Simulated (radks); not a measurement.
Coulomb parameter of the 5d shell of the tantalum ion Ta3+ in the model configuration [Xe] 4f14 5d1 6p1, as a second difference U = [E(n + 0.25) + E(n - 0.25) - 2 E(n)] / (0.25)^2 with all orbitals relaxed. "Bare": the charge of the atom changes with n. "Screened": the 6p shell takes up the change at fixed total charge, which measures U(5d,5d) + U(6p,6p) - 2 U(5d,6p). Calculated with a radial shooting solver on a logarithmic mesh with Libxc functionals: scalar-relativistic Kohn-Sham, r2SCAN, spin-unpolarised, spherical densities, finite nucleus; meta-GGA in the generalised Kohn-Sham scheme; Fermi nuclear charge, rms radius 5.3507 fm.

case                      configuration  E - E(n) (eV)
start                 [Xe] 4f14 5d1 6p1          0.000
bare +0.25         [Xe] 4f14 5d1.25 6p1         -7.722
bare -0.25         [Xe] 4f14 5d0.75 6p1          8.447
screened +0.25  [Xe] 4f14 5d1.25 6p0.75         -2.642
screened -0.25  [Xe] 4f14 5d0.75 6p1.25          2.725

U(bare) = 11.607 eV, U(screened by 6p) = 1.337 eV, against the Slater integral F0(5d,5d) = 13.879 eV with frozen orbitals.
